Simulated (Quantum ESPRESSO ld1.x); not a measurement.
Problem. These are the eigenvalues of the occupied orbitals of an atom or ion with whole-number occupations (eV). Method: Dirac Kohn-Sham, revPBE, spin-unpolarised, spherical densities, point nucleus; computed with ld1.x of Quantum ESPRESSO 7.5.

| orbital | eigenvalue |
|---|---|
| 1s1/2 | -7016.09 |
| 2s1/2 | -838.244 |
| 2p1/2 | -725.082 |
| 2p3/2 | -712.608 |
| 3s1/2 | -111.857 |
| 3p1/2 | -78.6794 |
| 3p3/2 | -77.1058 |
| 3d3/2 | -24.1693 |
| 3d5/2 | -23.9961 |
| 4p1/2 | -9.7838 |

Which element is it, and in what charge state? The configuration may be excited. Open shells, if any, fill j = l - 1/2 first.

Solution. Z = 26, iron, charge +1: Fe+ in [Ar] 3d5 4p2. The list shows which subshells hold electrons but not how many an open one holds; the 1s level, -257.84 hartree, gives Z - s = 22.7 by -(Z - s)^2/2, which with screening and relativity narrows Z to a few neighbours, and the depths of the outer levels then fix element, charge and occupations together.
